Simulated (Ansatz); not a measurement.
Basis sets compared for S-phenyldibenzothiophenium benzoate, `O=C([O-])c1ccccc1.c1ccc(-[s+]2c3ccccc3c3ccccc32)cc1`. Total charge 0; singlet. Geometry r2SCAN-D4/def2-SVP. Ansatz on 2 threads of AMD EPYC 7R13 on a shared host and a share (18 GiB) of an NVIDIA H100 80GB HBM3; times are rough, and most runs start from earlier orbitals.

```
atom   x (Å)   y (Å)   z (Å)
  O1   1.742   1.274   0.784
  C2   1.006   0.910   1.716
  O3  -0.084   0.244   1.618
  C4   1.408   1.271   3.136
  C5   2.562   2.037   3.354
  C6   2.948   2.378   4.652
  C7   2.183   1.953   5.745
  C8   1.031   1.187   5.533
  C9   0.644   0.850   4.234
 H10   3.137   2.350   2.478
 H11   3.849   2.978   4.817
 H12   2.486   2.219   6.763
 H13   0.433   0.854   6.388
 H14  -0.252   0.255   4.038
 C15  -3.922  -2.782  -3.304
 C16  -4.318  -2.668  -1.970
 C17  -3.477  -2.040  -1.044
 C18  -2.248  -1.528  -1.471
 S19  -1.249  -0.716  -0.154
 C20  -0.939   0.841  -0.972
 C21  -1.833   1.900  -1.034
 C22  -1.412   3.057  -1.698
 C23  -0.131   3.123  -2.266
 C24   0.753   2.047  -2.180
 C25   0.357   0.880  -1.518
 C26   1.104  -0.355  -1.300
 C27   2.408  -0.679  -1.692
 C28   2.932  -1.932  -1.370
 C29   2.176  -2.872  -0.655
 C30   0.870  -2.574  -0.253
 C31   0.369  -1.326  -0.596
 C32  -1.842  -1.637  -2.806
 C33  -2.687  -2.268  -3.720
 H34  -4.578  -3.274  -4.028
 H35  -5.281  -3.070  -1.644
 H36  -3.774  -1.948   0.005
 H37  -2.824   1.837  -0.578
 H38  -2.085   3.915  -1.767
 H39   0.184   4.038  -2.774
 H40   1.759   2.121  -2.601
 H41   3.017   0.056  -2.224
 H42   3.955  -2.179  -1.666
 H43   2.609  -3.843  -0.401
 H44   0.273  -3.290   0.316
 H45  -0.878  -1.234  -3.125
 H46  -2.379  -2.360  -4.765
```

B3LYP takes the VWN-RPA correlation. Single mean-field runs in def2-SVP, def2-TZVP are fitted with def2-universal-jkfit. In the singlet geometry the species has come apart into loosely held pieces.

Binding counts from free atoms (O triplet, C triplet, H doublet, S triplet) in the same basis, without a counterpoise term.

| level | functions | energy (Eh) | HOMO (eV) | LUMO (eV) | binding per atom (eV) | wall time |
| --- | --- | --- | --- | --- | --- | --- |
| PBE-D4/def2-SVP | 486 | -1509.7140 | -4.25 | -2.36 | 5.52 | 3.2 s |
| B3LYP-D4/6-31G | 292 | -1511.8774 | -5.08 | -1.39 | 5.07 | 3.7 s |
| PBE0-D4/def2-SVP | 486 | -1509.8154 | -5.70 | -1.58 | 5.39 | 3.3 s |

**Question.** Estimate the rows for PBE-D4/def2-TZVP (with forces), B3LYP-D4/def2-TZVP, PBE0-D4/def2-TZVP (with forces).

**Answer.** 
| level | functions | energy (Eh) | HOMO (eV) | LUMO (eV) | binding per atom (eV) | wall time |
| --- | --- | --- | --- | --- | --- | --- |
| PBE-D4/def2-TZVP (with forces) | 982 | -1511.0434 | -4.53 | -2.50 | 5.44 | 8.5 s |
| B3LYP-D4/def2-TZVP | 982 | -1512.6574 | -5.71 | -1.83 | 5.21 | 7.5 s |
| PBE0-D4/def2-TZVP (with forces) | 982 | -1511.1337 | -5.95 | -1.67 | 5.31 | 8 s |
